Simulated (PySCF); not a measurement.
Computed properties of 2-chloro-3-fluorobuta-1,3-diene (C4H4ClF), SMILES C(C(=C)Cl)(F)=C

2-chloro-3-fluorobuta-1,3-diene (C₄H₄ClF), SMILES C=C(F)C(=C)Cl. The structure is a stationary point at r2SCAN-D4/def2-SVP. Other conformers were not sampled. All values are computed for the isolated molecule unless a solvent is named; none is compared with measurement here.

**Structure.** The optimised structure has Cs symmetry. All 24 harmonic modes at r2SCAN-D4/def2-SVP (PySCF) are real, so it is a minimum. With heavy atoms numbered as in [CH2:1]=[C:2]([F:3])[C:4](=[CH2:5])[Cl:6], the shortest bond between them is C1–C2 at 1.338 Å and the longest C4–Cl6 at 1.743 Å.

**Vibrations.** The strongest infrared lines (harmonic, unscaled, degenerate partners summed) lie at 1115 cm⁻¹ (100 km/mol, C 56 %, H 35 %), 1652 cm⁻¹ (85 km/mol, C 90 %, H 10 %), 852 cm⁻¹ (63 km/mol, H 70 %, C 30 %). The softest mode is at 89 cm⁻¹ and the zero-point energy is 42.7 kcal/mol.

**Electronic structure.** M06-2X/def2-TZVP (PySCF) places the frontier levels at -8.40 and -0.64 eV, a gap of 7.76 eV, and gives a dipole moment of 0.12 D and a mean polarisability of 62.5 bohr³. PBE/def2-TZVP (PySCF) at the same geometry gives -6.18 and -2.38 eV, so its gap is 3.96 eV narrower. An orbital gap is neither the optical nor the fundamental gap.

**Excitations.** TDDFT-M06-2X/def2-SVPD (PySCF) has S1 at 5.74 eV (216 nm, f = 0.530, bright); the most intense of the 10 singlets computed lies at 5.74 eV (f = 0.53). T1 (TDA) is at 3.47 eV. TDDFT-PBE/def2-SVPD (PySCF) puts S1 at 5.10 eV. No vertical singlet excitation falls in the visible range (under 3.1 eV).

**NMR.** GIAO shifts at PBE0/pcSseg-1 (PySCF) (non-relativistic, atoms alike by connectivity averaged): ¹³C from 103.6 to 170.6 ppm against TMS; ¹H from 5.6 to 6.3 ppm against TMS; ¹⁹F at -117.8 ppm against CFCl3. Without spin–orbit terms, shifts of atoms bonded to Cl or Br come out too high.

**Solvation.** SMD-PBE0/6-31G* (PySCF) gives 1.5 kcal/mol in water, -3.3 kcal/mol in dichloromethane, -2.3 kcal/mol in toluene (1 M in both phases, gas-phase geometry); of these solvents dichloromethane holds the molecule best.
